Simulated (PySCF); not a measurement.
Cl₅Ta, charge +1, multiplicity 2. Atoms are numbered in the order given.

```xyz
6

Ta    -0.0430    -0.1354     0.0000
Cl    -0.6506     2.2663     0.0000
Cl     1.4634    -1.8174     0.0000
Cl     1.8483     1.3846     0.0000
Cl    -1.2382    -0.6259     1.8253
Cl    -1.2382    -0.6259    -1.8253
```
Charge +1, spin multiplicity 2.

Coordinates come from a B3LYP-D3(BJ)/def2-SVP optimisation. The spin state was assumed, not searched. The def2 effective core potentials stand for the cores of Ta; spin–orbit coupling is left out.

The numbers are results of PBE/def2-TZVP (PySCF), not measurements.

ESP charges are fitted to the potential on shells at 1.4 to 2.0 van der Waals radii. Atomic charges (e):

```tsv
atom	Mulliken	ESP fit	Mulliken spin
Ta1	1.02	…	-0.03
Cl2	0.01	…	0.51
Cl3	-0.03	…	0.01
Cl4	0.02	…	0.50
Cl5	-0.01	…	0.01
Cl6	-0.01	…	0.01
```

Question: Complete the blanks. (An estimate is asked for; the answer gives what the named calculation found.)

Answer: 
- Ta1, ESP fit: -0.03
- Cl2, ESP fit: 0.17
- Cl3, ESP fit: 0.18
- Cl4, ESP fit: 0.23
- Cl5, ESP fit: 0.23
- Cl6, ESP fit: 0.23
